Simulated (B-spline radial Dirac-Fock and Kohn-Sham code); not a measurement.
## M5 edges in EELS at 300 kV and 5 mrad, Ge to Pm

Level of theory: the first Born approximation with generalised oscillator strengths from a Dirac-Hartree-Slater potential (longitudinal and transverse terms; continuum final states only, so no white lines or fine structure); a radial finite-basis atomic code. Partial cross sections in barn for windows above the edge. Edges are tabulated values, any marked * orbital energies of the model.

| Z | element | edge (eV) | Δ = 50 eV | Δ = 100 eV | Δ = 200 eV |
| --- | --- | --- | --- | --- | --- |
| 32 | Ge | 37.15* | 62500 | 113000 | 149000 |
| 34 | Se | 63.00* | 27500 | 60300 | 89400 |
| 35 | Br | 69.00 | 19500 | 46400 | 72800 |
| 36 | Kr | 93.80 | 13300 | 34700 | 57600 |
| 37 | Rb | 112.0 | 11300 | 28700 | 47700 |
| 38 | Sr | 134.2 | 9930 | 24000 | 39900 |
| 40 | Zr | 178.8 | 6730 | 16600 | 28300 |
| 41 | Nb | 202.3 | 4960 | 13400 | 23800 |
| 48 | Cd | 405.2 | 1440 | 4680 | 8800 |
| 52 | Te | 573.0 | 2110 | 3810 | 5940 |
| 54 | Xe | 676.4 | 2140 | 3290 | 4820 |
| 56 | Ba | 780.5 | 884 | 1630 | 2680 |
| 57 | La | 836.0 | 643 | 1250 | 2140 |
| 58 | Ce | 883.8 | 542 | 1080 | 1860 |
| 59 | Pr | 928.8 | 508 | 997 | 1720 |
| 60 | Nd | 980.4 | 429 | 858 | 1490 |
| 61 | Pm | 1027.0 | 366 | 744 | 1310 |

Values without a named source are computed, but for edge energies of neutral atoms, which are taken from tables.
